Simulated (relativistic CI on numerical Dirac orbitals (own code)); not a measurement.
Hf³⁺: 4d photoemission

Computed with this model: Dirac-Coulomb-Breit CI, orbitals from a KLI potential per configuration, model QED (radiative potential, 1s self-energy scaled to tabulated hydrogen-like ionisation energies), valence Slater integrals scaled by 0.8, multiplet model of photoemission in the sudden approximation; configurations [Xe] 4f14 5d → [Kr] 4d9 4f14 5s2 5p6 5d; 300 K; Lorentzian 2.45 eV and Gaussian 0.6 eV FWHM. Energies are those of the free ion, without screening or charge transfer. The energies are binding energies and can lie tens of eV above those of solids. S is read from ⟨S²⟩ = S(S + 1).

free ion: ground-state S = 0.50, centroid 255.37 eV. Peaks (eV, height): 251.0 (100), 261.8 (64).

Strongest unbroadened transitions for free ion:

| Energy (eV) | Relative strength |
| --- | --- |
| 250.38 | 29.5 |
| 250.88 | 100.0 |
| 251.05 | 52.5 |
| 251.35 | 76.2 |
| 251.42 | 4.4 |
| 251.95 | 2.8 |
| 251.96 | 4.0 |
| 252.11 | 1.6 |
| 253.94 | 0.7 |
| 261.47 | 28.2 |
| 261.55 | 77.7 |
| 262.06 | 5.7 |
| 262.14 | 54.4 |
| 262.31 | 0.0 |
| 262.53 | 2.0 |
| 262.77 | 1.4 |
| 264.28 | 10.6 |
